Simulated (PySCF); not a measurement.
Dipole moment and polarisability of `COB(C#CC=O)OC`

Species: C5H7BO3.
Atom-mapped SMILES: `[CH3:1][O:2][B:3]([C:4]#[C:5][CH:6]=[O:7])[O:8][CH3:9]` (hydrogens: H10, H11, H12 on C1; H13 on C6; H14, H15, H16 on C9)

Structure used (PBE0-D3(BJ)/def2-SVP), in Å, numbered top down from 1:
```xyz
16
C5H7BO3 angstrom
C     -0.5704   -2.0386    0.4169
O     -1.1373   -0.7582    0.3035
B     -0.4520    0.3712    0.0129
C      1.0731    0.3591   -0.2535
C      2.2777    0.3030   -0.4417
C      3.6970    0.2555   -0.7183
O      4.5312   -0.0964    0.0765
O     -1.0957    1.5550   -0.0493
C     -2.4761    1.6377    0.2136
H      0.5296   -2.0028    0.4647
H     -0.9507   -2.5164    1.3320
H     -0.8671   -2.6567   -0.4449
H      3.9697    0.5762   -1.7536
H     -3.0576    1.0228   -0.4919
H     -2.7119    1.2972    1.2346
H     -2.7792    2.6882    0.1081
```

Level: CAM-B3LYP/def2-SVPD (PySCF), static field, nuclei fixed, core orbitals frozen in the response. The polarisability tensor in these axes (au):

```
x   120.22  -5.49  -5.46
y    -5.49  75.11  -3.78
z    -5.46  -3.78  64.40
```

**Question.** What are the eigenvalues, a third of the trace, and Δα (Δα² = ½Σ(αi − αj)² over the three pairs)?

**Answer.** Principal values 62.37, 76.04 and 121.31 au; mean 86.57 au = 12.83 Å³ = 14.27 × 10⁻⁴⁰ C²·m²/J; Δα = 53.44 au (62 % of the mean).

**Question.** What is the dipole moment, and where does it point?

**Answer.** (-3.14, -0.80, -1.10) D, 3.42 D in size, pointing from the negative to the positive side. Measured along this direction, the outermost atoms are O7 at the negative end and H14 at the positive end.

**Question.** Find the Langevin capture rate constant for NH4+ (18.034 u) meeting this molecule (126.049 u), k = 2.342 × 10⁻⁹ cm³/s × √(α in Å³ / reduced mass in u).

**Answer.** The reduced mass is 15.78 u, so k = 2.11 × 10⁻⁹ cm³/s. The formula leaves out the permanent dipole, which adds to the capture rate.

**Question.** Refractivity n − 1 of an ideal gas of it at 400 K and 1 atm, from the electronic α?

**Answer.** N = p/kT = 1.8347 × 10¹⁹ cm⁻³, so n − 1 = 2π × N × 12.83 × 10⁻²⁴ cm³ = 1479 × 10⁻⁶ at long wavelengths, for an ideal gas.

**Question.** In TDDFT the mean static polarisability is Σ f/ω² over all singlet excitations (ω in hartree). How much of it do the 6 lowest give? Their energies (eV) and oscillator strengths: 3.88, 0.0004; 4.73, 0.0003; 5.46, 0.0930; 6.13, 0.0018; 6.69, 0.0358; 6.87, 0.0048.

**Answer.** They add up to 3.04 au, 3.5 % of the 86.57 au; the largest single term is 2.31 au, from the state at 5.46 eV. Terms in order: 0.02, 0.01, 2.31, 0.03, 0.59, 0.07 au. Higher excitations give the rest. The strengths listed sum to 0.136.

One conformer (not necessarily the lowest) at the PBE0-D3(BJ)/def2-SVP geometry, without solvent, vibrations or thermal averaging.
